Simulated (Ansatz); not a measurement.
Two isomers of CH6OSiZn: A = `[SiH3]C[O][ZnH]`, B = `O[SiH2][CH2][ZnH]`.

Computed with Ansatz on PBE0-D4/def2-TZVP structures; ΔE is electronic, products minus reactants. CCSD(T)/CBS adds triple-zeta CCSD(T) − MP2 to the extrapolated MP2 energy (def2 sets, frozen cores). DFT in def2-TZVPP. B3LYP here is the variant with VWN-RPA as its local correlation; programs differ in this. For Zn outer-core shells are correlated without core-valence functions, which leaves a few kJ/mol of doubt a bond. Scalar relativity is left out up to krypton. Each species was taken in one conformer, which may not be the lowest.

Problem. Which is lower in electronic energy at CCSD(T)/CBS, and by how much? (Best estimate.)

Solution. Computed: B, by 40.8 kcal/mol.

Problem. Give E(B) − E(A) in kcal/mol with PBE-D4, MP2/def2-TZVPP, HF/def2-TZVPP, r2SCAN-D4, B2PLYP, B3LYP-D4, B3LYP. (Estimate.)

Solution. The calculation gave: PBE-D4 -36.8, MP2/def2-TZVPP -43.3, HF/def2-TZVPP -39.9, r2SCAN-D4 -39.5, B2PLYP -39.4, B3LYP-D4 -37.9, B3LYP -37.8. None reverses the order clearly.

Largest T1 diagnostic: 0.017.

From PBE to PBE0 (25 % exact exchange), in def2-TZVPP and without D4, E(B) − E(A) moves by −2.7 kcal/mol.
